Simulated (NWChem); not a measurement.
# C2H6OSi; SMILES CC(=O)[SiH3]

```xyz
10

C     -1.0193     1.4823     0.0000
C      0.1634     0.5518     0.0000
O      1.3049     0.9530     0.0000
Si    -0.0723    -1.3796     0.0000
H     -1.6506     1.2889     0.8832
H     -1.6506     1.2889    -0.8832
H     -0.6791     2.5275     0.0000
H      0.5999    -1.9138    -1.2197
H      0.5999    -1.9138     1.2197
H     -1.5106    -1.7919     0.0000
```
Atoms are numbered in this order, from 1.

Program: NWChem. All runs use the structure optimised with PBE0/def2-SVP.

For level KT2/def2-SVP:

```
Quantity                     Result
---------------------------  ------
highest occupied level (eV)   -5.53
orbital gap (eV)               3.41
```

How do the values read with level B97-D/def2-SVP instead?

The highest occupied level (eV) is -5.39 and the orbital gap (eV) is 3.29.
